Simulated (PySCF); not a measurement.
`C=CB(C#N)CC#CC`, C7H8BN

Molfile (atoms numbered from 1):
```
C7H8BN
     RDKit          3D

 17 16  0  0  0  0  0  0  0  0999 V2000
   -3.6286   -0.0811   -0.3695 C   0  0  0  0  0  0  0  0  0  0  0  0
   -2.5383    0.5619   -0.7932 C   0  0  0  0  0  0  0  0  0  0  0  0
   -1.1032    0.2007   -0.3411 B   0  0  0  0  0  0  0  0  0  0  0  0
   -0.9009   -0.9778    0.5998 C   0  0  0  0  0  0  0  0  0  0  0  0
   -0.7617   -1.8737    1.3057 N   0  0  0  0  0  0  0  0  0  0  0  0
    0.1408    1.0213   -0.8679 C   0  0  0  0  0  0  0  0  0  0  0  0
    1.3992    0.7652   -0.1919 C   0  0  0  0  0  0  0  0  0  0  0  0
    2.4246    0.5482    0.3888 C   0  0  0  0  0  0  0  0  0  0  0  0
    3.6674    0.2882    1.0837 C   0  0  0  0  0  0  0  0  0  0  0  0
   -4.6255    0.1882   -0.6850 H   0  0  0  0  0  0  0  0  0  0  0  0
   -3.5594   -0.9078    0.3205 H   0  0  0  0  0  0  0  0  0  0  0  0
   -2.6813    1.3858   -1.4861 H   0  0  0  0  0  0  0  0  0  0  0  0
    0.2665    0.7822   -1.9330 H   0  0  0  0  0  0  0  0  0  0  0  0
   -0.0671    2.0972   -0.8350 H   0  0  0  0  0  0  0  0  0  0  0  0
    3.7206    0.8953    1.9872 H   0  0  0  0  0  0  0  0  0  0  0  0
    4.5166    0.5313    0.4446 H   0  0  0  0  0  0  0  0  0  0  0  0
    3.7232   -0.7638    1.3627 H   0  0  0  0  0  0  0  0  0  0  0  0
  1  2  2  0
  2  3  1  0
  3  4  1  0
  4  5  3  0
  3  6  1  0
  6  7  1  0
  7  8  3  0
  8  9  1  0
  1 10  1  0
  1 11  1  0
  2 12  1  0
  6 13  1  0
  6 14  1  0
  9 15  1  0
  9 16  1  0
  9 17  1  0
M  END
```

Method: GIAO B3LYP/pcSseg-1 magnetisability, rotational g tensor and spin-rotation constants, non-relativistic, gas phase in PySCF 2.14.0. Geometry: GFN2-xTB.

Problem. Give the nuclear spin-rotation constants along the inertial axes (H = +C I·J) beside the isotropic shieldings.

Solution. Rotational constants 3.3269, 0.7912, 0.6484 GHz. A star marks the isotopologue with that one atom substituted, in its own axes.
| atom | isotope | Caa (kHz) | Cbb (kHz) | Ccc (kHz) | mean (kHz) | σ (ppm) |
| --- | --- | --- | --- | --- | --- | --- |
| B3 | 11B | 1.179 | 0.353 | 0.108 | 0.547 | 37.4 |
| N5 | 14N | 0.898 | 0.058 | 0.161 | 0.372 | -121.7 |
| H10 | 1H | 0.288 | -0.066 | -0.071 | 0.050 | 24.9 |
| H11 | 1H | -0.298 | 0.082 | -0.075 | -0.097 | 24.6 |
| H12 | 1H | -0.317 | 0.087 | -0.078 | -0.102 | 25.0 |
| H13 | 1H | -0.375 | -0.063 | -0.001 | -0.146 | 29.5 |
| H14 | 1H | -0.378 | -0.015 | -0.035 | -0.142 | 29.2 |
| H15 | 1H | -0.338 | -0.085 | 0.013 | -0.137 | 29.8 |
| H16 | 1H | -0.147 | -0.054 | -0.050 | -0.084 | 29.8 |
| H17 | 1H | -0.364 | 0.005 | -0.054 | -0.138 | 29.6 |
| C1 | 13C* | 1.564 | 0.377 | 0.095 | 0.679 | 20.8 |
| C2 | 13C* | 1.351 | 0.412 | 0.080 | 0.614 | 31.8 |
| C4 | 13C* | 1.556 | 0.004 | 0.313 | 0.624 | 53.0 |
| C6 | 13C* | 0.504 | 0.140 | 0.087 | 0.243 | 160.7 |
| C7 | 13C* | 0.287 | 0.229 | 0.234 | 0.250 | 101.6 |
| C8 | 13C* | 0.301 | 0.240 | 0.227 | 0.256 | 99.4 |
| C9 | 13C* | 0.410 | 0.102 | 0.085 | 0.199 | 177.2 |

For the geometry as given, no vibrational averaging.
